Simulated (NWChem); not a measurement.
System: CH₂AlNO₃; SMILES O=C=[N][Al]([OH])[OH]

Here is an NWChem input.

```
start job
memory heap 200 mb stack 900 mb global 1100 mb
geometry units angstroms noautosym nocenter noautoz
  Al    -0.156532     0.906503     0.000000
  N      0.103241    -0.852715     0.000000
  C      0.227370    -2.058103     0.000000
  O      0.359150    -3.233526     0.000000
  O     -1.769073     1.460976     0.000000
  H     -1.973216     2.409073     0.000000
  O      1.141153     2.017722     0.000000
  H      2.069769     1.739359     0.000000
end
basis spherical
  * library def2-svp
end
dft
  xc b3lyp
  iterations 150
  mulliken
end
task dft energy
esp
  recalculate
  probe 0.07
  range 0.3
  factor 1.0
  spacing 0.02
end
task esp
```

The geometry was optimised at PBE-D3(BJ)/def2-SVP.

Atomic charges in e: unrestrained fits to the electrostatic potential beside Mulliken populations; buried atoms are poorly determined by the fit.

Atoms are numbered as in the input.

Question: What results follow from this input? (B3LYP/def2-SVP.) Quantities: ESP Al1; Mulliken Al1; ESP N2; Mulliken N2; ESP C3; Mulliken C3; ESP O4; Mulliken O4; ESP O5; Mulliken O5; relative RMS misfit of the potential (%).

Answer: 
```yaml
ESP Al1: 1.25
Mulliken Al1: 0.86
ESP N2: -0.75
Mulliken N2: -0.25
ESP C3: 0.71
Mulliken C3: 0.06
ESP O4: -0.42
Mulliken O4: -0.14
ESP O5: -0.78
Mulliken O5: -0.45
relative RMS misfit of the potential (%): 15
```
